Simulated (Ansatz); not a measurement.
Reaction (substitution at a C–Ge bond): `[CH3][Ge]([OH])([OH])[GeH3]` + `[OH][Ti]([F])([Cl])[SeH]` → `C[O][Ti]([F])([Cl])[SeH]` + `[OH][GeH]([OH])[GeH3]`

Program: Ansatz. Geometries: PBE0-D4/def2-TZVP. ΔE: electronic, gas phase. CCSD(T)/CBS is the MP2 limit (def2-TZVPP, def2-QZVPP) plus CCSD(T) − MP2 in def2-TZVPP, frozen cores. DFT in def2-TZVPP. B3LYP here is the variant with VWN-RPA as its local correlation; programs differ in this. For Ge, Se, Ti outer-core shells are correlated without core-valence functions, which leaves a few kJ/mol of doubt a bond. Scalar relativity is left out up to krypton. One conformer a species, not always the lowest.

`[CH3][Ge]([OH])([OH])[GeH3]`:

Cartesian coordinates in Å:
```
C -1.096 -1.140 1.255
Ge -0.098 0.266 0.389
O -1.239 1.634 0.259
O 1.211 0.677 1.533
Ge 0.871 -0.172 -1.806
H -1.959 -1.419 0.650
H -0.463 -2.013 1.411
H -1.441 -0.770 2.221
H -0.895 2.380 -0.234
H 1.839 1.316 1.190
H 1.608 1.089 -2.296
H 1.883 -1.327 -1.742
H -0.220 -0.521 -2.830
```

`[OH][Ti]([F])([Cl])[SeH]`:

```xyz
7

O    -0.671    0.248   -1.599
Ti    0.136    0.319   -0.046
F    -0.602    1.454    1.058
Cl    2.264    0.810   -0.263
Se   -0.127   -1.910    0.836
H    -1.435    0.531   -2.104
H     0.434   -1.452    2.119
```

`C[O][Ti]([F])([Cl])[SeH]`:

```xyz
10

C    -1.945   -0.185   -0.477
O    -0.577   -0.068   -0.232
Ti    1.123    0.201   -0.099
F     2.046   -0.737   -1.259
Cl    1.587    2.339   -0.345
Se    1.620   -0.533    2.150
H    -2.380    0.809   -0.611
H    -2.111   -0.781   -1.377
H    -2.423   -0.676    0.374
H     3.059   -0.368    1.878
```

`[OH][GeH]([OH])[GeH3]`:

```xyz
10

O     1.453   -1.290   -0.492
Ge    0.623    0.267   -0.216
O     1.206    0.907    1.337
Ge   -1.746   -0.104    0.102
H     2.006   -1.276   -1.276
H     1.043    1.210   -1.373
H     2.159    0.836    1.427
H    -2.431    1.211    0.503
H    -2.361   -0.607   -1.213
H    -1.952   -1.153    1.200
```

CCSD(T)/CBS gives +80.3 kJ/mol.

Problem. Another level gave +77.0 kJ/mol. Which?
A. CCSD/def2-TZVPP
B. B3LYP-D4/def2-TZVPP
C. MP2/def2-TZVPP
D. HF/def2-TZVPP

Solution. A. CCSD/def2-TZVPP 77.0, B3LYP-D4 70.8, HF/def2-TZVPP 61.1, MP2/def2-TZVPP 81.2 kJ/mol.

Largest T1 diagnostic among the species: 0.023, so the coupled-cluster value is less sure than usual.

The D4 term adds +3.1 kJ/mol with B3LYP and +1.6 kJ/mol with PBE0; it sums over pairs of atoms, weighted by their polarisabilities, and B3LYP, whose exchange is more repulsive, gets the larger term. In def2-TZVPP, CCSD(T) changes the Hartree–Fock value by +15.5 kJ/mol (the triples alone add −0.4 kJ/mol) and MP2 by +20.1 kJ/mol.
